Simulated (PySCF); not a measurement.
**IH₆⁺: breathing scan**

Method: PBE0 in PySCF with I def2-TZVP with ECP28, H def2-TZVP; scalar-relativistic core potentials, no spin–orbit coupling; density-fitted integrals.

Rigid scan from the singlet minimum (I–H 1.706 Å (×6); H–I–H 90.0° (×12), H–I–H 180.0° (×3)). Coordinate: all bonds to the central atom scaled together. Energies in kJ/mol from the minimum.

| scale of all bonds to the centre | E (kJ/mol) |
| --- | --- |
| 0.88 | 249.1 |
| 0.92 | 98.3 |
| 0.96 | 21.9 |
| 1.00 | 0.0 |
| 1.04 | 17.5 |
| 1.08 | 62.7 |
| 1.14 | 164.3 |
| 1.22 | 332.3 |
| 1.35 | 621.5 |

At long bonds a restricted determinant can lie too high, and another spin state can fall below this curve.

Other isomers or separated fragments may lie lower.
